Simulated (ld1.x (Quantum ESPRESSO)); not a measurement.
How hard is this F TM potential?

F, norm-conserving Troullier–Martins (Kleinman–Bylander form), made with ld1.x (Quantum ESPRESSO) 7.5 (LDA (PZ), scalar-relativistic). Core [He], reference 2s2 2p5. Waves: 2s (bound): rc 0.80 bohr; 2p (bound): rc 1.20 bohr; 3d channel at 0.45 Ry: rc 1.20 bohr. Local part: the d channel. Core correction: none.

The pseudo-atom Hamiltonian at the reference potential is diagonalised in spherical Bessel functions j_l(qr) that vanish at 20 bohr, with q² up to the cutoff. All-electron valence levels (Ry): 2s -2.1790, 2p -0.8301.

**Question.** How do the lowest levels (Ry) of each channel move with the cutoff, and are there ghosts?

**Answer.**

```json
{"cutoff (Ry)": "8", "s #1": "-1.9304", "p #1": "-0.0142", "d #1": "0.0809", "f #1": "0.1213", "f #2": "0.2659", "Σ f·Δε (mRy)": "4580.4"}
{"cutoff (Ry)": "18", "s #1": "-2.0153", "p #1": "-0.1933", "d #1": "0.0809", "f #1": "0.1213", "f #2": "0.2659", "Σ f·Δε (mRy)": "3515.3"}
{"cutoff (Ry)": "30", "s #1": "-2.0406", "p #1": "-0.4429", "d #1": "0.0809", "f #1": "0.1213", "f #2": "0.2659", "Σ f·Δε (mRy)": "2216.3"}
{"cutoff (Ry)": "50", "s #1": "-2.1284", "p #1": "-0.7173", "d #1": "0.0809", "f #1": "0.1213", "f #2": "0.2659", "Σ f·Δε (mRy)": "668.9"}
{"cutoff (Ry)": "80", "s #1": "-2.1708", "p #1": "-0.8248", "d #1": "0.0809", "f #1": "0.1213", "f #2": "0.2659", "Σ f·Δε (mRy)": "46.5"}
{"cutoff (Ry)": "120", "s #1": "-2.1752", "p #1": "-0.8302", "d #1": "0.0809", "f #1": "0.1213", "f #2": "0.2659", "Σ f·Δε (mRy)": "10.8"}
{"cutoff (Ry)": "180", "s #1": "-2.1781", "p #1": "-0.8306", "d #1": "0.0809", "f #1": "0.1213", "f #2": "0.2659", "Σ f·Δε (mRy)": "3.2"}
{"cutoff (Ry)": "300", "s #1": "-2.1794", "p #1": "-0.8306", "d #1": "0.0809", "f #1": "0.1213", "f #2": "0.2659", "Σ f·Δε (mRy)": "0.2"}
{"cutoff (Ry)": "400", "s #1": "-2.1795", "p #1": "-0.8306", "d #1": "0.0809", "f #1": "0.1213", "f #2": "0.2659", "Σ f·Δε (mRy)": "0.0"}
```

Result: no extra level below or beside the all-electron valence levels (s, p, d, f tested); 10 mRy is reached at 140 Ry and 1 mRy at 230 Ry.

Its largest configuration-test error is +1403 meV.
